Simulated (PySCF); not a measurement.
# `InChI=1S/C4H4BrCl/c5-3-1-2-4-6/h1-4H/b3-1+,4-2+`

Geometry:
```
atom   x (Å)   y (Å)   z (Å)
 Cl1  -2.658  -2.704   0.427
  C2  -1.890  -1.213   0.060
  C3  -0.580  -0.993   0.247
  C4   0.046   0.273  -0.070
  C5   1.356   0.498   0.114
 Br6   2.186   2.123  -0.289
  H7  -2.567  -0.455  -0.342
  H8   0.044  -1.796   0.654
  H9  -0.585   1.070  -0.476
 H10   2.039  -0.255   0.515
```

Theory: quadratic response CAM-B3LYP/def2-TZVPD first hyperpolarisability, Taylor convention, gas phase (PySCF 2.14.0). Geometry: PBE0-D3(BJ)/def2-SVP.

The calculation is non-relativistic, which matters for the atoms heavier than Zn.

Problem. Give the tensor of the second harmonic β(−2ω;ω,ω) at 1064 nm in the axes of these coordinates.

Solution. In au, Taylor convention; rows are the first index (the induced dipole):
```tsv
	xx	yy	zz	xy	xz	yz
x	-35.7	+13.8	-34.1	+11.7	+2.5	-8.2
y	+8.7	-39.5	-34.5	+15.1	-7.5	-9.1
z	+2.9	-8.5	+17.0	-7.4	-30.9	-32.0
```
Norm of βᵢ = ⅓ Σⱼ (βᵢⱼⱼ + βⱼᵢⱼ + βⱼⱼᵢ): 82.0 au, hyper-Rayleigh value 39.9 au.
